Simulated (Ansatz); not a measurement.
Cl$_{3}$HSZr (`[SH][Zr]([Cl])([Cl])[Cl]`), relaxed with RKS PBE0-D4/def2-TZVP in the Gaussian-basis code of Ansatz from a PBE-D4/def2-SVP geometry. The force threshold is 0.005 eV/Å; the program also tests the step.

The species carries charge 0 and has multiplicity 1. Zr: def2 effective core potential.

Start:

```xyz
6

S    -0.459   -0.603    1.832
Zr   -0.042   -0.101   -0.504
Cl   -1.085   -1.804   -1.711
Cl   -0.918    2.019   -0.973
Cl    2.273   -0.030   -0.846
H     0.232    0.518    2.201
```

```tsv
step	energy (eV)	largest force (eV/Å)	largest move (Å)
1	-49693.4838	0.481	0.000
2	-49693.4940	0.246	0.038
3	-49693.4984	0.055	0.019
4	-49693.4985	0.004	0.005
```

End:

```xyz
6

S    -0.456   -0.597    1.829
Zr   -0.040   -0.097   -0.492
Cl   -1.071   -1.781   -1.702
Cl   -0.916    2.001   -0.977
Cl    2.255   -0.034   -0.849
H     0.228    0.509    2.191
```

It took 18 s on 4 threads of a server CPU on a shared host, with 0.69 GiB of host memory at the peak.
